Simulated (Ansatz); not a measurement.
C₃H₅F₂Ga (`C=C[CH2][Ga]([F])[F]`) at its PBE0-D4/def2-TZVP geometry, where that method's forces vanish. Charge 0, multiplicity 1.

```xyz
11

C    -0.5267    0.2040    1.6162
C    -0.0720   -0.8114    0.8961
C     0.3435   -0.7794   -0.5386
Ga    0.2107    0.9321   -1.4607
F    -0.3422    2.4638   -0.8240
F     0.6692    1.1095   -3.1386
H    -0.8008    0.0669    2.6556
H    -0.6440    1.2030    1.2055
H     0.0198   -1.7862    1.3740
H    -0.2404   -1.4931   -1.1320
H     1.3829   -1.1092   -0.6534
```

(1) What forces (eV/Å) does ωB97M-V/def2-TZVPP give on these atoms in Ansatz? (An estimate is asked.)

Answers

(1) Computed: 
```
C1  -0.011  0.036  0.007
C2  -0.058 -0.083  0.265
C3   0.094 -0.024 -0.305
Ga4  0.005 -0.115  0.088
F5  -0.028  0.078  0.030
F6   0.021  0.009 -0.082
H7   0.025  0.003 -0.085
H8   0.013 -0.080  0.020
H9  -0.014  0.092 -0.028
H10  0.053  0.059  0.068
H11 -0.099  0.024  0.023
```
